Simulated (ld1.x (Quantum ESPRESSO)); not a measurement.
Logarithmic derivatives: cobalt (Co), TM

ld1.x (Quantum ESPRESSO) 7.5 input, shortened:

```
&input
   title='Co', zed=27., rel=1, dft='PW91', iswitch=3,
   config='[Ar] 3d7 4s2 4p0'
 /
 &inputp
   pseudotype=2, tm=.true., lloc=-1, rcloc=1.10,
   nlcc=.true., new_core_ps=.true., rcore=0.70
 /
3
3S  1  0   2.00   0.00  0.75  0.75  0.0
3P  2  1   6.00   0.00  1.10  1.10  0.0
3D  3  2   7.00   0.00  0.75  0.75  0.0
 &test
   configts(1)='3s2 3p6 3d7 4s2 4p0'
 /
```

Occupied shells without a wave of their own: 4s. They enter only through the test configuration that unscreens the potential, and ld1.x also counts them in the model core charge.

The phase is arctan(r·u′/u) with u = r·R(r), unwrapped; energies in Ry, scanned from -10 to 5 Ry. A pole is an energy at which the radial function vanishes at the test radius. The pseudo phase is shifted by a multiple of π to meet the all-electron one at the reference energy, and phase errors are pseudo minus all-electron; the curves can meet again beyond the range given. Levels narrower than the energy grid can be missing from the lists of poles.

```json
{"channel": "s", "radius (bohr)": "1.20", "reference energy (Ry)": "-7.53", "poles, all-electron": "-5.36", "poles, pseudo": "-5.35", "unbroken range about the reference energy with phases within 0.05 rad": "the whole range", "phase error 1 Ry above the reference energy (rad)": "+0.000"}
{"channel": "p", "radius (bohr)": "1.20", "reference energy (Ry)": "-4.83", "poles, all-electron": "-2.35", "poles, pseudo": "-2.37", "unbroken range about the reference energy with phases within 0.05 rad": "the whole range", "phase error 1 Ry above the reference energy (rad)": "-0.000"}
{"channel": "d", "radius (bohr)": "1.20", "reference energy (Ry)": "-0.61", "poles, all-electron": "2.12", "poles, pseudo": "2.16", "unbroken range about the reference energy with phases within 0.05 rad": "the whole range", "phase error 1 Ry above the reference energy (rad)": "+0.002"}
```

ld1.x takes every shell without a wave as core, so the model core holds the 4s electrons as well and exchange and correlation see them twice. This cancels in the reference configuration, but the file is broken for other ones, and its errors say nothing about a proper core correction.

Phases in the s channel:

| E (Ry) | all-electron | pseudo |
| --- | --- | --- |
| -10.00 | 0.820 | 0.822 |
| -9.52 | 0.595 | 0.598 |
| -9.04 | 0.195 | 0.198 |
| -8.56 | -0.382 | -0.381 |
| -8.08 | -0.871 | -0.871 |
| -7.60 | -1.157 | -1.157 |
| -7.12 | -1.321 | -1.321 |
| -6.64 | -1.423 | -1.423 |
| -6.16 | -1.493 | -1.492 |
| -5.68 | -1.544 | -1.543 |
| -5.20 | -1.583 | -1.582 |
| -4.72 | -1.615 | -1.613 |
| -4.24 | -1.641 | -1.639 |
| -3.76 | -1.664 | -1.662 |
| -3.28 | -1.684 | -1.682 |
| -2.80 | -1.703 | -1.700 |
| -2.32 | -1.720 | -1.718 |
| -1.84 | -1.737 | -1.734 |
| -1.36 | -1.753 | -1.749 |
| -0.88 | -1.769 | -1.765 |
| -0.40 | -1.785 | -1.780 |
| 0.08 | -1.802 | -1.796 |
| 0.56 | -1.818 | -1.812 |
| 1.04 | -1.836 | -1.828 |
| 1.52 | -1.855 | -1.846 |
| 2.00 | -1.875 | -1.864 |
| 2.48 | -1.897 | -1.884 |
| 2.96 | -1.921 | -1.906 |
| 3.44 | -1.948 | -1.930 |
| 3.92 | -1.978 | -1.957 |
| 4.40 | -2.012 | -1.987 |
| 4.88 | -2.051 | -2.021 |
